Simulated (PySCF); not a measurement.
H8N2Si2, SMILES N[SiH](N)[SiH3].

Geometry: ωB97X-D3(BJ)/def2-SVP. One conformer was computed; it need not be the lowest.

Level of theory: PySCF with PBE/def2-TZVP.

Gas-phase values at a fixed geometry.

Estimate the frontier levels, gap, dipole moment and polarisability. (An estimate is asked for; the answer gives what the named calculation found.)


The highest occupied level is -5.62 eV and the lowest empty level comes out as -0.56 eV. The orbital gap comes out as 5.06 eV and the dipole moment is 1.33 D. The quadrupole, principal values (traceless, Buckingham form, about the centre of nuclear charge) is -4.74, -3.06, 7.80 D·Å. The mean static polarisability is 75.4 bohr³ (11.17 Å³) and the polarisability, principal values is 66.4, 72.6, 87.2 bohr³.
